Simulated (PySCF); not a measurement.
PySCF 2.14 output of an unrestricted r2SCAN calculation on a single atom or ion in dyall-acv3z, with scalar relativity by spin-free X2C-1e:

```
SCF conv_tol = 1e-09
number electrons alpha = 5  beta = 4
    J. W. Furness, A. D. Kaplan, J. Ning, J. P. Perdew, and J. Sun.,  J. Phys. Chem. Lett. 11, 8208-8215 (2020)
    J. W. Furness, A. D. Kaplan, J. Ning, J. P. Perdew, and J. Sun.,  J. Phys. Chem. Lett. 11, 9248-9248 (2020)
    J. W. Furness, A. D. Kaplan, J. Ning, J. P. Perdew, and J. Sun.,  J. Phys. Chem. Lett. 11, 8208-8215 (2020)
    J. W. Furness, A. D. Kaplan, J. Ning, J. P. Perdew, and J. Sun.,  J. Phys. Chem. Lett. 11, 9248-9248 (2020)
cycle= 1 E= -75.1691566938572  delta_E= -0.00742  |g|= 0.0687  |ddm|= 0.169
cycle= 2 E= -75.1582082899058  delta_E= 0.0109  |g|= 0.179  |ddm|= 0.136
cycle= 3 E= -75.1716181918745  delta_E= -0.0134  |g|= 0.0189  |ddm|= 0.0784
cycle= 4 E= -75.1718065255565  delta_E= -0.000188  |g|= 0.00243  |ddm|= 0.0127
cycle= 5 E= -75.1718165593054  delta_E= -1e-05  |g|= 0.000806  |ddm|= 0.00495
cycle= 6 E= -75.1718175106543  delta_E= -9.51e-07  |g|= 4.54e-05  |ddm|= 0.00178
cycle= 7 E= -75.1718175139323  delta_E= -3.28e-09  |g|= 2.96e-06  |ddm|= 0.000122
cycle= 8 E= -75.1718175139406  delta_E= -8.3e-12  |g|= 2.49e-07  |ddm|= 5.71e-06
converged SCF energy = -75.1718175139406  <S^2> = 0.76244868  2S+1 = 2.0124102
```

The run itself started from symmetry-adapted Hartree-Fock orbitals and held the occupation by maximum overlap, on a logarithmic radial grid, so the iterations belong to that start.

**Question.** Which element, charge and spin multiplicity is this?

**Answer.** O⁻ (oxygen, charge -1), multiplicity 2; the state was [He] 2s2 2p5, 2P determinant.

At r2SCAN the highest occupied level has a positive energy, so only the finite basis holds that electron; in a semilocal or global hybrid functional this comes from self-interaction and does not mean that the real anion is unbound.
